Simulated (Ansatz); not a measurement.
All numbers were calculated with Ansatz.

CClF2NSi, SMILES `N#C[Si](F)(F)Cl`. The species carries charge 0 and has multiplicity 1. Geometry: relaxed with PBE0-D4/def2-TZVP.

```xyz
6

N    -1.150    1.401   -1.656
C    -0.629    0.714   -0.894
Si    0.213   -0.352    0.326
F     1.047   -1.425   -0.454
F    -0.882   -1.083    1.175
Cl    1.401    0.744    1.502
```

Task: What is the dipole moment at ωB97M-V/def2-TZVPP? (Best estimate.)

Result: The calculation gave: 2.13 D, with components (1.25, -0.63, 1.61) D in this frame, pointing from negative to positive charge.

Task: And with PBE, r2SCAN, B3LYP? (Estimate.)

Result: The calculation gave: PBE 2.11 D, r2SCAN 2.12 D, B3LYP 2.13 D.

Task: Give the Mulliken charges with ωB97M-V, PBE, B3LYP in def2-TZVPP. (An estimate is asked.)

Result: The calculation gave: 
```
atom  ωB97M-V    PBE  B3LYP
  N1     0.01   0.06   0.03
  C2    -0.23  -0.27  -0.25
 Si3     0.85   0.77   0.90
  F4    -0.25  -0.22  -0.26
  F5    -0.25  -0.22  -0.26
 Cl6    -0.12  -0.13  -0.15
```

B3LYP here is the variant with VWN-RPA as its local correlation; programs differ in this.
